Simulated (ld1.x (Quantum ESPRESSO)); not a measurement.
# Pt: excitation energies, all-electron against TM

- Element: Pt (Z = 78)
- Generator: ld1.x (Quantum ESPRESSO) 7.5
- Type: norm-conserving Troullier–Martins (Kleinman–Bylander form)
- Functional: LDA (PZ)
- Relativity: fully relativistic
- Frozen core: [Xe] 4f14
- Valence charge: 10
- Reference configuration: 5d9.5 6s0.5 6p0
- Partial waves: 6p (bound, empty): rc 2.45 bohr; 5d (bound): rc 1.74 bohr; 5f channel at 0.05 Ry: rc 2.55 bohr; 6s (bound): rc 2.10 bohr
- Local potential: the s channel
- Core correction: Bessel-smoothed model core inside 1.45 bohr

Open shells are filled in proportion to 2j + 1 (rel_dist='average').

Energies are relative to the spin-unpolarised reference configuration 5d9.5 6s0.5 6p0; without spin polarisation the order of configurations can differ from experiment.

Question: Give the all-electron excitation energy and the error of the potential for: 5d9 6s1 6p0; 5d9 6s0 6p0; 5d8 6s0 6p0; 5d8 6s1 6p0; 5d10 6s0 6p0; 5d8 6s1 6p1; 5d6 6s0 6p0.

Answer:

```json
{"valence configuration": "5d9 6s1 6p0", "charge": "0", "ΔE all-electron (eV)": "0.097", "error AE − PS (meV)": "-13"}
{"valence configuration": "5d9 6s0 6p0", "charge": "+1", "ΔE all-electron (eV)": "9.656", "error AE − PS (meV)": "-9.2"}
{"valence configuration": "5d8 6s0 6p0", "charge": "+2", "ΔE all-electron (eV)": "29.931", "error AE − PS (meV)": "-124"}
{"valence configuration": "5d8 6s1 6p0", "charge": "+1", "ΔE all-electron (eV)": "11.540", "error AE − PS (meV)": "-110"}
{"valence configuration": "5d10 6s0 6p0", "charge": "0", "ΔE all-electron (eV)": "0.127", "error AE − PS (meV)": "-12"}
{"valence configuration": "5d8 6s1 6p1", "charge": "0", "ΔE all-electron (eV)": "6.647", "error AE − PS (meV)": "-136"}
{"valence configuration": "5d6 6s0 6p0", "charge": "+4", "ΔE all-electron (eV)": "108.371", "error AE − PS (meV)": "-1210"}
```

Levels in the configuration 5d6 6s0 6p0:

```json
{"level": "5d j=3/2", "all-electron (eV)": "-54.063", "pseudo (eV)": "-55.040"}
{"level": "5d j=5/2", "all-electron (eV)": "-52.265", "pseudo (eV)": "-53.179"}
```
